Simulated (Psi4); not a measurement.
Psi4 was given this input:
```
memory 2 GB

molecule mol {
1 2
Ge    0.000000    0.000000    0.000000
}

set {
  basis aug-cc-pvdz
  reference uks
}

energy('mn15')
print_variables()
```

### Question
What is the computed total energy (MN15/aug-cc-pVDZ run with Psi4)?

### Answer
-2076.6663 Eh

### Question
What <S^2> does MN15/aug-cc-pVDZ give?

### Answer
0.752

### Question
Give the number of basis functions at the level MN15/aug-cc-pVDZ.

### Answer
36

These values belong to the state on which the SCF converged, which isn't shown to be the lowest.
